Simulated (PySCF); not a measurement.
# Ionising BeSb

PBE0; basis Be x2c-SVPall, Sb x2c-SVPall; spin-free X2C with a Gaussian nucleus; PySCF 2.14. Neutral (UKS): quartet (σ ↑, π ↑↑), Re = 2.405 Å, ωe = 459 cm⁻¹, De = 1.24 eV, HOMO -5.34 eV, LUMO -3.22 eV.

BeSb⁺ (UKS): triplet (π ↑↑), Re = 2.354 Å, ωe = 470 cm⁻¹, De = 2.82 eV to Be + Sb⁺. The energies at the minima are -6494.33466 hartree for BeSb and -6494.06035 for BeSb⁺.

(1) Work out the adiabatic ionisation energy, without and with harmonic zero-point energies (1 hartree = 27.2114 eV, 1 eV = 8065.5 cm⁻¹), and the change of the bond length.

These are scalar-relativistic numbers at best; spin–orbit coupling would shift them, the dissociation energy most. For an ion De counts to the pair picked by the measured ionisation energies or electron affinities, which need not be the lowest pair at this level. States were picked by a PBE0 search and need not be the measured ground states.

Results:

(1) At PBE0: 0.27431 hartree = 7.464 eV between the minima; the zero-point term (470.0 − 459.0)/2 cm⁻¹ = +0.001 eV makes it 7.465 eV. Re changes by -5.1 pm against the neutral. The electron leaves a σ orbital, and the shorter bond of the ion fits an antibonding orbital, or a change in how ionic the bond is.
